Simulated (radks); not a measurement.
The numbers below are computed, except where a source is named.
Problem. The lead ion Pb+, 81 electrons, occupied as [Hg] 6p1. Code: a radial shooting solver on a logarithmic mesh with Libxc functionals. Model: Dirac Kohn-Sham, PBEsol, spin-unpolarised, spherical densities, finite nucleus; open shells fill j = l - 1/2 first; Fermi nuclear charge, rms radius 5.5012 fm. Some entries of the table are withheld. Estimate them.

| orbital | occ. | eigenvalue (hartree) | r(max) (bohr) |
|---|---|---|---|
| 1s1/2 | 2 | -3230.063 | (1) |
| 2s1/2 | 2 | -577.5107 | 0.05740 |
| 2p1/2 | 2 | -554.9171 | (2) |
| 2p3/2 | 4 | -474.5066 | (3) |
| 3s1/2 | 2 | -138.8109 | 0.1615 |
| 3p1/2 | 2 | -128.5478 | (4) |
| 3p3/2 | 4 | -110.6092 | (5) |
| 3d3/2 | 4 | (6) | 0.1289 |
| 3d5/2 | 6 | (7) | 0.1331 |
| 4s1/2 | 2 | -31.61336 | 0.3629 |
| 4p1/2 | 2 | (8) | 0.3603 |
| 4p3/2 | 4 | (9) | 0.3920 |
| 4d3/2 | 4 | (10) | 0.3832 |
| 4d5/2 | 6 | (11) | 0.3928 |
| 5s1/2 | 2 | -5.54341 | 0.7899 |
| 4f5/2 | 6 | -5.23777 | 0.3475 |
| 4f7/2 | 8 | -5.05284 | 0.3519 |
| 5p1/2 | 2 | -4.02086 | 0.8278 |
| 5p3/2 | 4 | -3.19694 | 0.9052 |
| 5d3/2 | 4 | -1.09853 | 1.055 |
| 5d5/2 | 6 | -1.00317 | 1.087 |
| 6s1/2 | 2 | -0.69483 | 1.950 |
| 6p1/2 | 1 | -0.40333 | 2.317 |
| 6p3/2 | 0 | -0.33509 | 2.607 |

Solution. 
(1) 1s1/2 r(max) (bohr): 0.009849
(2) 2p1/2 r(max) (bohr): 0.04199
(3) 2p3/2 r(max) (bohr): 0.04970
(4) 3p1/2 r(max) (bohr): 0.1504
(5) 3p3/2 r(max) (bohr): 0.1660
(6) 3d3/2 eigenvalue (hartree): -93.62364
(7) 3d5/2 eigenvalue (hartree): -89.80441
(8) 4p1/2 eigenvalue (hartree): -27.16128
(9) 4p3/2 eigenvalue (hartree): -22.76668
(10) 4d3/2 eigenvalue (hartree): -15.48621
(11) 4d5/2 eigenvalue (hartree): -14.66581
